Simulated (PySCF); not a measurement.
N (nitrogen, neutral) across methods

[He] 2s1 2p3 3d1, high-spin 6D determinant (an excited configuration). Computed with PySCF 2.14 in aug-cc-pVTZ with one added diffuse shell each of s, p, d, f type (6s5p4d3f, 62 functions), with the non-relativistic Hamiltonian (point nucleus).

```
 method  E (hartree)  mean ε 2s α (eV)  mean ε 2p α (eV)  mean ε 3d α (eV)  Σ⟨r²⟩ (bohr²)   ⟨S²⟩
 r2SCAN     -53.8894           -31.236           -18.447             0.302          43.62  8.750
    UHF    -53.76502           -42.678           -26.343            -0.602          43.16  8.750
   MN15     -53.8132           -32.149           -20.321             0.899          40.95  8.750
    LDA     -53.4157           -29.140           -17.647             0.338          42.86  8.750
    PBE     -53.8265           -29.532           -17.660             0.160          43.40  8.750
   PBE0     -53.8389           -32.919           -19.935            -0.080          43.30  8.750
r2SCANh     -53.8875           -32.370           -19.260             0.208          43.51  8.750
  B97-3     -53.8697           -33.021           -19.952            -0.130          43.62  8.750
```

Q: Estimate the same row for BP86.

A: E (hartree) = -53.8821; mean ε 2s α (eV) = -29.571; mean ε 2p α (eV) = -17.701; mean ε 3d α (eV) = 0.079; Σ⟨r²⟩ (bohr²) = 43.48; ⟨S²⟩ = 8.750.

The outer electron is Rydberg-like, and this basis confines it to a smaller radius and binds it less than a complete one would.

The highest occupied level is positive at r2SCAN, MN15, LDA, PBE, r2SCANh, BP86: only the finite basis holds that electron, which in a density functional comes from self-interaction.
